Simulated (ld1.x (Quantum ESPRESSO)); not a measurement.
# Before and after: TM potential for Bi

Bi, norm-conserving Troullier–Martins (Kleinman–Bylander form), made with ld1.x (Quantum ESPRESSO) 7.5 (PBEsol, scalar-relativistic). Core [Xe] 4f14, reference 5d10 6s1.5 6p3.5. Waves: 6p (bound): rc 2.30 bohr; 5d (bound): rc 1.15 bohr; 6s (bound): rc 1.95 bohr. Local part: the s channel. Core correction: a·sin(br)/r model core, default radius (core density twice the valence density).

All-electron outer shells of the reference configuration (PBEsol, scalar-relativistic, ld1.x):

```
shell  level (eV)  outermost node (bohr)  outermost maximum (bohr)
   4f     -153.53                      –                      0.34
   5p      -96.71                   0.48                      0.86
   5d      -27.88                   0.51                      1.03
   6s      -15.06                   0.98                      1.86
   6p       -4.94                   1.14                      2.44
```

Change: all radii but the core radius scaled by about 0.80 (s 1.56, p 1.84, d 0.92 bohr).

Cutoffs: the cutoffs (Ry, on a coarse ladder) from which the occupation-weighted sum of valence levels, in a spherical-Bessel basis at the reference potential, stays within 10 and 1 mRy of its value at 400 Ry; they do not see the model core or the augmentation charge, which bear on the density cutoff. Errors are all-electron minus pseudo energies relative to the spin-unpolarised reference configuration.

Question: How do hardness, ghosts and transferability respond?

Answer: Of the 7 tests that both files solve, the error grows in 2 and shrinks in 5 by more than 15 % and 0.3 meV (median size 15.1 → 9.0 meV); neither file shows a bound ghost.

```tsv
quantity	base	changed
cutoff, loose	90 Ry	260 Ry
cutoff, tight	120 Ry	over 300 Ry
loose cutoff by channel (10 mRy a level)	p 10 Ry, d 50 Ry, s 21 Ry	p 30 Ry, d 180 Ry, s 30 Ry
bound ghosts	none	none
error for 5d10 6s2 6p3, meV [ΔE -5.01 eV]	-0.2	+0.9
error for 5d10 6s2 6p2, meV [ΔE 2.94 eV]	-5.4	-3.2
error for 5d10 6s2 6p1, meV [ΔE 18.23 eV]	-15	-9.0
error for 5d9 6s2 6p3, meV [ΔE 28.30 eV]	-179	-85
error for 5d10 6s1 6p0, meV [ΔE 87.06 eV]	-61	-44
error for 5d9 6s2 6p4, meV [ΔE 19.15 eV]	-222	-119
error for 5d10 6s2 6p3.3, meV [ΔE -6.11 eV]	+1.2	+2.1
```
